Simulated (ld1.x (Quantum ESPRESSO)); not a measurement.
## Which change was made? (Co, RRKJ)

```
Element                 : Co
Generator               : ld1.x (Quantum ESPRESSO) 7.5
Type                    : norm-conserving RRKJ (Kleinman–Bylander form)
Functional              : PBE
Relativity              : scalar-relativistic
Frozen core             : [Ar]
Valence charge          : 9
Reference configuration : 3d7 4s1.75 4p0.25
Partial waves           : 4p (bound): rc 2.40 bohr; 3d (bound): rc 1.80 bohr; 4s (bound): rc 1.70 bohr
Local potential         : the s channel
Core correction         : none
```

Cutoffs, loose and tight: the cutoffs (Ry, on a coarse ladder) from which the occupation-weighted sum of valence levels, in a spherical-Bessel basis at the reference potential, stays within 10 and 1 mRy of its value at 400 Ry. They do not see the model core or the augmentation charge, which bear on the density cutoff. Test errors are all-electron minus pseudo excitation energies from the reference, over the configurations 3d7 4s2 4p0; 3d7 4s1 4p0; 3d7 4s0 4p0; 3d7 4s0 4p1; 3d8 4s0 4p0; 3d6 4s2 4p0; 3d7 4s1 4p1; variants that change the core or the reference have their own tests. The largest error is taken over the tests solved by every variant that gives reliable tests at all, those not shown here included: 3d6 4s2 4p0; 3d7 4s0 4p0; 3d7 4s1 4p0; 3d7 4s1 4p1; 3d7 4s2 4p0; 3d8 4s0 4p0.

The base gives: outcome: generated; cutoff, loose: 55 Ry; cutoff, tight: 90 Ry; bound ghosts: none; largest test error (meV): +80.

Task: After one change the result is: outcome: failed: compute_phi: phi has nodes before r_c. Which change was it?
A. wave 4s (bound): rc 1.70 bohr becomes 4s (bound): rc 1.12 bohr
B. all radii scaled by about 0.95 (s 1.60, p 2.28, d 1.70 bohr)
C. core [Ne] 3s2, valence charge 15; reference 3p6 3d7 4s2 4p0; waves now 4s (bound): rc 2.15 bohr; 3p (bound): rc 1.05 bohr; 3d (bound): rc 0.85 bohr; local potential all-electron potential smoothed inside 1.40 bohr (lloc = -2)

Result: C. The others give: wave 4s (bound): rc 1.70 bohr becomes 4s (bound): rc 1.12 bohr → outcome: failed: run_pseudo: Errors in PS-KS equation | all radii scaled by about 0.95 (s 1.60, p 2.28, d 1.70 bohr) → outcome: generated; cutoff, loose: 70 Ry; cutoff, tight: 100 Ry; bound ghosts: none; largest test error (meV): -98.
